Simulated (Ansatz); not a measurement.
Geometry optimisation, Ansatz, RKS PBE-D4/def2-SVP.

input.yaml

```yaml
crystal:
  periodic: [false, false, false]
  atoms:
    - { symbol: C, position_ang: [-2.0838, 0.9782, -0.4405] }
    - { symbol: S, position_ang: [-1.3164, 0.0417, 0.832] }
    - { symbol: C, position_ang: [-2.62214, 0.22039, 2.0861] }
    - { symbol: C, position_ang: [-2.01936, 0.38265, 3.50206] }
    - { symbol: F, position_ang: [-3.38858, 1.32414, 1.84579] }
    - { symbol: Si, position_ang: [-3.76101, -1.30692, 2.00073] }
    - { symbol: H, position_ang: [-2.3333, 0.4019, -1.3168] }
    - { symbol: H, position_ang: [-3.0349, 1.43, -0.0616] }
    - { symbol: H, position_ang: [-1.5067, 1.8865, -0.7127] }
    - { symbol: H, position_ang: [-2.70945, 0.5408, 4.24711] }
    - { symbol: H, position_ang: [-1.34241, 1.32203, 3.45303] }
    - { symbol: H, position_ang: [-1.33476, -0.44613, 3.77304] }
    - { symbol: H, position_ang: [-3.00768, -2.53676, 2.26293] }
    - { symbol: H, position_ang: [-4.35969, -1.45343, 0.64444] }
    - { symbol: H, position_ang: [-4.84352, -1.20163, 3.02295] }
basis:
  gaussian: { orbitals: def2-SVP }
hamiltonian:
  xc: pbe
  dispersion: d4
relax:
  f_tol: 0.015
  max_steps: 40
```

Run as:

```bash
$ ansatz run input.yaml --threads 2 --pin off --max-ram 3072MiB --backend cpu --events-out ev --progress --plain --runs-dir out
```

Question: Where does it end, and by what steps?

Answer: The forces met the threshold. The force dipped under the threshold on the way, but the program's further checks kept it going. After 12 steps the energy has fallen by 0.551 eV; H9 moved furthest, 0.75 Å.

```csv
step,energy less start (eV),largest force component (eV/Å),accepted
0,0.0000,3.563,yes
1,-0.4142,0.877,yes
2,-0.4921,0.488,yes
3,-0.4844,0.396,no
4,-0.5209,0.153,yes
5,-0.5318,0.086,yes
6,-0.5430,0.163,yes
7,-0.5470,0.104,yes
8,-0.5496,0.048,yes
9,-0.5502,0.029,yes
10,-0.5504,0.010,yes
11,-0.5505,0.004,yes
12,-0.5505,0.004,yes
```

```xyz
15
Properties=species:S:1:pos:R:3
C -2.200 0.908 -0.514
S -1.256 0.533 0.998
C -2.616 0.354 2.226
C -1.976 0.346 3.609
F -3.480 1.468 2.143
Si -3.681 -1.215 1.881
H -2.663 0.010 -0.968
H -2.974 1.664 -0.283
H -1.475 1.342 -1.229
H -2.760 0.267 4.389
H -1.412 1.288 3.766
H -1.279 -0.508 3.720
H -2.828 -2.439 2.062
H -4.232 -1.175 0.486
H -4.830 -1.260 2.854
```

Whether the end is a true minimum wasn't checked by a vibrational analysis.

The run took 51 s on 2 threads of Arm Neoverse V1, with other jobs on the host, peak memory 0.19 GiB.
